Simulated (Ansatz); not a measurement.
sulfur hexafluoride (F6S), singlet, at a GFN2-xTB geometry. Base run: R2SCAN/pcseg-1 (Ansatz, an electronic-structure program).

Geometry (Å):
```xyz
7

F      0.6058    -0.4617    -1.3961
S      0.0000     0.0000     0.0000
F      1.2982    -0.5412     0.7423
F     -0.6906    -1.4224     0.1707
F     -1.2982     0.5412    -0.7423
F      0.6906     1.4224    -0.1707
F     -0.6058     0.4617     1.3961
```
Charge 0, spin multiplicity 1.
All else is at Ansatz's defaults.
Base energy -996.71243 Eh.

Each row names what was changed in the base input (with any setting that the change needs).

```csv
change,ΔE vs base (µEh)
base,0.0
"final_grid = 10, 20, 41",[?]
"final_grid = 14, 28, 59",-3.9
forces = on,0.0
lower_state_search = off,0.0
lower_state_search = light,0.0
lower_state_search = full,0.0
fitting.mean_field = def2-universal-JKFIT,-215
fitting.mean_field = cc-pVTZ-JKFIT,-182
nuclear_model = gaussian,[?]
"final_grid = 6, 12, 29",[?]
```

Question: What belongs in the gaps?

Answer: 
- final_grid = 10, 20, 41, ΔE vs base (µEh): 108
- nuclear_model = gaussian, ΔE vs base (µEh): 448
- final_grid = 6, 12, 29, ΔE vs base (µEh): -767
